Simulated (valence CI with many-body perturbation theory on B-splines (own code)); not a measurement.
## Valence orbitals of Pt14+

Computed by configuration interaction combined with many-body perturbation theory (CI+MBPT): four valence electrons over a frozen Dirac-Fock core [Kr] 4d10 4f14, a basis of 11 s, 11 p, 9 d, 7 f, 5 g, 2 h, 1 i functions for each j, with the one-electron correlation potential Σ1 (screened to all orders), the two-electron term Σ2, the three-electron term Σ3, Breit, model QED; selected single and double excitations, second order for the rest (own B-spline code, finite nucleus).

No measured levels were compared; by estimate levels hold to about 250 cm⁻¹ or 0.2 % of their energy and the worst to 1 %, as in measured heavy ions of charge 2 to 7. Only levels of the ground parity were solved; by the run's estimate the other parity begins above the list, which can be wrong where configurations are misplaced.

These are the spectroscopic orbitals of the CI (the correlating ones are not listed), shaped by the core and the other valence electrons. h is the expectation value of the core's Dirac-Fock operator, without the valence repulsion; Σ1 is computed up to l = 3 at one energy for each symmetry, that of its lowest orbital but kept below the first core excitation, so for empty shells it is not the orbital's own correlation shift; Breit and QED include the response of the core.

```
Orbital  h (hartree)  Σ1 (cm⁻¹)  Breit (cm⁻¹)  QED (cm⁻¹)  ⟨r⟩ (bohr)
  5s1/2      -16.071     -23128          2588        2291      0.8951
  6s1/2      -9.0751      -6425           981         858       1.607
  7s1/2      -5.8693      -2799           476         420       2.518
  8s1/2      -4.1152      -1513           272         240       3.623
  5p1/2      -14.577     -20333          3840         116      0.9403
  6p1/2      -8.3931      -5712          1451        41.0       1.700
  7p1/2      -5.5053      -2603           734        20.8       2.647
  8p1/2      -3.8975      -1439           429        12.1       3.790
  5p3/2       -13.78     -16913          2039         273      0.9995
  6p3/2      -8.0542      -4994           800         105       1.776
  7p3/2      -5.3258      -2322           456        54.3       2.739
  8p3/2      -3.7905      -1298           269        32.0       3.900
  5d3/2      -11.438     -11936          1131       -78.4       1.117
  6d3/2      -6.9573      -3960           485       -34.3       1.976
  7d3/2       -4.722      -1977           266       -18.9       3.013
  5d5/2      -11.295     -11346           673       -13.2       1.135
  6d5/2      -6.8919      -3824           289        -6.4       1.997
  7d5/2      -4.6858      -1918           162        -3.6       3.038
  5f5/2      -8.5666      -5917           105       -41.7       1.391
  6f5/2      -5.5843      -2738          60.7       -22.2       2.354
  5f7/2      -8.5364      -5799         -43.9       -25.1       1.398
  6f7/2       -5.569      -2697         -21.7       -13.6       2.361
  5g7/2      -6.4766                      5.7         1.3       1.726
  5g9/2      -6.4775                     -3.4         2.6       1.726
```

Among the shells of the start configuration 5s2 5p2, Σ1 is largest in size for 5s1/2, where it is 0.66 % of h.

Lowest root of each symmetry, sizes in configuration state functions:

```
J  Parity  Roots  Reference  Variational  Second order  Change by selected CI (cm⁻¹)  Change by second order (cm⁻¹)
0    even      1         34         3245         53817                         -4889                            -10
1    even      1         66         7734        141158                         -4152                            -18
2    even      1         94        10017        232200                         -4746                            -26
```
